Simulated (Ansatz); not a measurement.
A nudged elastic band was laid between two geometries of AsH4OP (7 atoms, charge 0, multiplicity 1).

Theory: RKS PBE0/def2-SVP (Ansatz).

* movable images: 5
* climbing image: yes
* spring: 5.0 eV/Å²
* optimiser: quadratic models (default)
* start path: IDPP
* force threshold: 0.05 eV/Å
* iteration limit: 37
* end points: relaxed

First end point:

```xyz
7
Properties=species:S:1:pos:R:3
P -1.030 0.813 -0.875
O -0.039 -0.296 -0.114
As 1.160 0.289 1.116
H -2.277 0.121 -0.724
H -0.879 0.340 -2.220
H 0.811 -0.765 2.170
H 2.316 -0.571 0.602
```

Last end point:

```xyz
7
Properties=species:S:1:pos:R:3
P -0.567 0.297 -1.122
O -0.514 0.533 0.532
As 0.963 0.162 1.495
H -1.894 0.794 -1.318
H -1.023 -1.069 -1.168
H 1.094 -1.323 1.111
H 2.002 0.538 0.425
```

Which bonds break or form, and what moves?

No bond is made or broken. The dihedral P1–O2–As3–H6 goes from 133 to -58°.

Give the energies along the band, and the barrier.

It converged. The highest image is number 3 of 0 to 6, 0.9 kcal/mol above the first end and 1.9 kcal/mol above the last; the last end lies 0.9 kcal/mol below the first. A vibrational analysis at the climbing image gives one clearly imaginary mode, 121i cm⁻¹: a first-order saddle point.

```tsv
image	path coordinate (Å)	energy (kcal/mol)	dihedral P1–O2–As3–H6 (°)
0	0.00	0.0	133
1	0.68	0.1	164
2	1.36	0.5	-168
3	2.03	0.9	-135
4	2.51	0.5	-108
5	2.99	-0.5	-81
6	3.47	-0.9	-58
```

What is the geometry of the highest image?


```xyz
7
Properties=species:S:1:pos:R:3
P -0.659 0.568 -1.110
O -0.469 -0.190 0.360
As 0.918 0.216 1.458
H -2.048 0.907 -1.006
H -0.951 -0.584 -1.914
H 1.246 -1.244 1.777
H 2.023 0.258 0.391
```

What are the harmonic wavenumbers there?

121i, 69, 185, 536, 777, 822, 893, 909, 991, 1003, 1123, 2159, 2197, 2359, 2371 cm⁻¹.

The run took 7.3 min on 1 thread of Intel(R) Xeon(R) Processor @ 2.50GHz (Skylake/Cascade Lake), on a shared host, peak memory 0.18 GiB.
